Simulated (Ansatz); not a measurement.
Complex (SMILES): F (HF) with ClF (F-Cl), atoms 1 to 2 the first; geometry from B3LYP-D3(BJ)/def2-TZVP, monomers rigid:
```xyz
4

F      0.3477     0.0277    -0.4961
H     -0.5669     0.0474    -0.3400
F     -2.4822     0.0933    -0.3591
Cl    -3.1336     0.1260    -1.8747
```

The counterpoise-corrected interaction energy at CCSD(T) with Ansatz (a first-principles code), in kcal/mol, split into its Hartree-Fock and correlation parts. Cores are frozen. No added dispersion term, no relativity. Functions are those of the species that has most. These sets lack the diffuse functions that weak bonds need.

```tsv
basis	X	functions	Hartree-Fock	CCSD(T)
cc-pV(D+d)Z	2	56	-2.07	-1.83
cc-pV(T+d)Z	3	113	-1.53	-1.86
cc-pV(Q+d)Z	4	204	-1.56	-2.13
```

Worked estimate of the basis-set limit from each neighbouring pair, with Hartree-Fock from the larger set and the correlation part extrapolated as X^-3.
Correlation parts: X = 2: 0.24, X = 3: -0.33, X = 4: -0.57.
- (2,3): (27·(-0.33) - 8·(0.24))/19 = -0.57; with Hartree-Fock -1.53 the estimate is -2.10 kcal/mol.
- (3,4): (64·(-0.57) - 27·(-0.33))/37 = -0.75; with Hartree-Fock -1.56 the estimate is -2.31 kcal/mol.
The last two estimates differ by 0.21 kcal/mol; the largest set lies 0.18 from the last. Over the last step Hartree-Fock moves by -0.03 and the correlation part by -0.24.
